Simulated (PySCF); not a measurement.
Molecule: trifluoroacetic acid, C2HF3O2, charge 0, multiplicity 1. 
Structure (B3LYP-D3(BJ)/def2-TZVP (Ansatz) minimum search):
```xyz
8

O      1.5738    -0.8797     0.3925
C      0.9301     0.2182    -0.0117
O      1.4257     1.2579    -0.3227
C     -0.5979    -0.0420    -0.0249
F     -1.0263    -0.3704     1.2030
F     -1.2494     1.0441    -0.4257
F     -0.8926    -1.0508    -0.8583
H      2.5259    -0.6890     0.3912
```
Charge 0, spin multiplicity 1.

Dispersion corrections to the total energy (kcal/mol) from the dftd3 and dftd4 libraries through PySCF: D3(BJ) without and D4 with the three-body term, each with the damping fitted for the functional named.

```csv
functional,D3(BJ),D4
B3LYP,?,-5.47
BLYP,-6.35,-7.82
B2PLYP,-2.29,-2.39
TPSS,-3.74,-4.66
PBE0,?,-2.84
B2GP-PLYP,-1.63,-1.40
BP86,?,-4.40
```

**Question.** What belongs in the gaps?

**Answer.** 
- B3LYP, D3(BJ): -5.14
- PBE0, D3(BJ): -2.53
- BP86, D3(BJ): -4.52
